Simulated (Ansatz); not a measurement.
A made-up structure of AlH₃SeO, singlet:

```json
{"atom": "O1", "x (Å)": "-0.7706", "y (Å)": "-1.0165", "z (Å)": "-0.2954"}
{"atom": "Al2", "x (Å)": "0.2181", "y (Å)": "0.4106", "z (Å)": "-0.4057"}
{"atom": "Se3", "x (Å)": "0.8499", "y (Å)": "0.8790", "z (Å)": "1.2912"}
{"atom": "H4", "x (Å)": "-1.0895", "y (Å)": "-1.3063", "z (Å)": "-0.9422"}
{"atom": "H5", "x (Å)": "0.6974", "y (Å)": "1.3874", "z (Å)": "-1.5938"}
{"atom": "H6", "x (Å)": "0.0947", "y (Å)": "-0.3543", "z (Å)": "1.9459"}
```

It is relaxed with PBE-D4/def2-SVP and then PBE0-D4/def2-TZVP (Ansatz 0.2.0). Atoms count as bonded within 1.22 times the sum of their covalent radii (H–H: 0.88 Å). The end point is not checked to be a true minimum.

**Question.** Does its bonding change? (Judge from chemistry; the calculation decides.)

**Answer.** The calculation gives: No: no bond forms or breaks.

Where it ends: The first stage lowers the energy by 4.06 eV in 7 steps. It ends as AlH₃SeO ([OH][AlH][SeH]):
O1  (-0.802, -1.010, -0.497)
Al2  (0.183, 0.365, -0.424)
Se3  (0.971, 0.958, 1.663)
H4  (-1.181, -1.344, -1.308)
H5  (0.558, 1.216, -1.699)
H6  (0.271, -0.185, 2.265)
(Å)

Labels in which every atom is bracketed show which atoms are joined, not bond orders.

For scale, one of the runs: PBE0-D4/def2-TZVP relaxation, 134 basis functions, launched by `ansatz run in.yaml --threads 2 --pin off --events-out ev --progress --plain --max-ram 4352MiB`. Hardware: 2 CPU threads of an Arm Neoverse V1, shared host. Wall time about 21 s.
